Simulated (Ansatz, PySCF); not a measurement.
Reaction (SMILES): C[SiH2]C + [SiH4] (SiH4) -> 2 C[SiH3] [methylsilane]
Each molecule is optimised on its own at B3LYP-D3(BJ)/def2-TZVP (Ansatz, a first-principles code).
Geometry of the first species:
```xyz
11

Si     0.0842     0.5358     0.0835
C     -1.6066    -0.2779     0.0432
C      1.4496    -0.7206    -0.1988
H      0.1538     1.5883    -0.9636
H      0.2845     1.1995     1.3982
H     -1.7855    -0.7568    -0.9220
H     -1.6892    -1.0432     0.8180
H     -2.4007     0.4529     0.2074
H      1.4315    -1.4952     0.5709
H      1.3352    -1.2088    -1.1691
H      2.4330    -0.2473    -0.1754
```
Charge 0, spin multiplicity 1.

Quantity: bond separation energy (electronic energy difference), in kcal/mol. Valence correlation only, unless marked. Spin-orbit coupling is left out. No relativistic terms. CBS(X,Y): correlation extrapolated as X^-3; Hartree-Fock from the larger set. [CCSD(T)-MP2]/basis is that difference in the basis named.

```
level                           program  bond separation energy (kcal/mol)
-----------------------  --------------  ---------------------------------
HF/cc-pVTZ                       Ansatz                               -0.1
SVWN5/def2-TZVPD                 Ansatz                                0.4
M06-2X/def2-TZVPD                 PySCF                                0.3
HSE06-D3(BJ)/def2-TZVPD  Ansatz + dftd3                                0.3
```

### Question
Estimate the value at RI-MP2/CBS(cc-pV(T+d)Z,cc-pV(Q+d)Z)+[CCSD(T)-MP2]/cc-pV(T+d)Z as computed with Ansatz.

### Answer
0.4 kcal/mol, so HSE06-D3(BJ)/def2-TZVPD differs from it by -0.1 kcal/mol.
